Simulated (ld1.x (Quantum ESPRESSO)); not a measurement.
**u(r) = r·R(r): atom against pseudo-atom (gold)**

Columns: radius, all-electron u(r) and pseudo u(r) of the 6p shell (level -0.77 eV) of gold in the configuration [Xe] 4f14 5d10 6s1 6p0; PBE, scalar-relativistic, PAW scheme, ld1.x (Quantum ESPRESSO) 7.5.

| r (bohr) | all-electron | pseudo |
| --- | --- | --- |
| 0.135 | -0.0688 | 0.0018 |
| 0.270 | 0.0710 | 0.0073 |
| 0.405 | 0.0782 | 0.0162 |
| 0.540 | -0.0314 | 0.0286 |
| 0.675 | -0.1253 | 0.0441 |
| 0.810 | -0.1637 | 0.0626 |
| 0.945 | -0.1529 | 0.0836 |
| 1.080 | -0.1104 | 0.1069 |
| 1.215 | -0.0515 | 0.1322 |
| 1.350 | 0.0130 | 0.1589 |
| 1.485 | 0.0768 | 0.1867 |
| 1.620 | 0.1364 | 0.2151 |
| 1.755 | 0.1903 | 0.2436 |
| 1.890 | 0.2380 | 0.2718 |
| 2.025 | 0.2796 | 0.2993 |
| 2.160 | 0.3153 | 0.3256 |
| 2.295 | 0.3457 | 0.3502 |
| 2.430 | 0.3712 | 0.3727 |
| 2.565 | 0.3925 | 0.3927 |
| 2.700 | 0.4099 | 0.4099 |
| 2.835 | 0.4240 | 0.4240 |
| 2.970 | 0.4350 | 0.4350 |
| 3.105 | 0.4435 | 0.4435 |
| 3.240 | 0.4496 | 0.4496 |
| 3.375 | 0.4538 | 0.4538 |
| 3.510 | 0.4562 | 0.4562 |

Q: How many radial nodes do the two functions have?

A: The all-electron 6p function has n − l − 1 = 4 (the table is too coarse to show those close to the nucleus); the pseudo-wave has 0, since the states of the same l below it are removed with the core.

Q: At about which radius was the pseudo-wave matched?

A: 2.70 bohr. The columns agree to 0.0005 from 2.56 bohr on; several derivatives are matched, so the curves merge somewhat inside the radius.

Q: Is the pseudo-wave norm-conserving?

A: No, it belongs to a PAW set: the norm inside the radius is not constrained, and the difference is carried by the augmentation charge.
